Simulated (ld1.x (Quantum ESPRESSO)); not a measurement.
# Configuration tests for thulium (TM)

Tm, norm-conserving Troullier–Martins (Kleinman–Bylander form), made with ld1.x (Quantum ESPRESSO) 7.5 (PBE, scalar-relativistic). Core [Kr] 4d10 4f12, reference 5s2 5p6 5d1 6s0 6p0 (charge +2). Waves: 5s (bound): rc 1.20 bohr; 5p (bound): rc 1.45 bohr; 5d (bound): rc 2.00 bohr. Local part: all-electron potential smoothed inside 1.55 bohr (lloc = -1). Core correction: a·sin(br)/r model core inside 0.70 bohr.

Energies are relative to the spin-unpolarised reference configuration 5s2 5p6 5d1 6s0 6p0; without spin polarisation the order of configurations can differ from experiment. The frozen-core shift is the all-electron ΔE with the core orbitals held at their reference shape minus the fully relaxed ΔE.

```csv
valence configuration,charge,ΔE all-electron (eV),error AE − PS (meV),frozen-core shift (meV)
5s2 5p6 5d1 6s2 6p0,0,-20.082,+57,+9.9
5s2 5p6 5d0 6s0 6p0,+3,19.962,-70,+69
5s2 5p6 5d2 6s0 6p0,+1,-10.833,-27,+28
5s2 5p6 5d2 6s1 6p0,0,-17.442,+1.7,+30
5s2 5p6 5d1 6s1 6p1,0,-16.831,+44,+4.0
```

**Question.** What are ΔE and the potential's error for 5s2 5p6 5d1 6s1.5 6p0?

**Answer.** ΔE = -17.189 eV all-electron; the error (AE − PS) is +51 meV.

**Question.** What are ΔE and the potential's error for 5s2 5p6 5d1 6s1 6p0?

**Answer.** ΔE = -12.934 eV all-electron; the error (AE − PS) is +42 meV.

Levels in the configuration 5s2 5p6 5d2 6s1 6p0:

```csv
level,all-electron (eV),pseudo (eV)
5s,-56.520,-56.352
5p,-29.339,-29.217
5d,-1.449,-1.426
6s,-4.193,-4.220
```
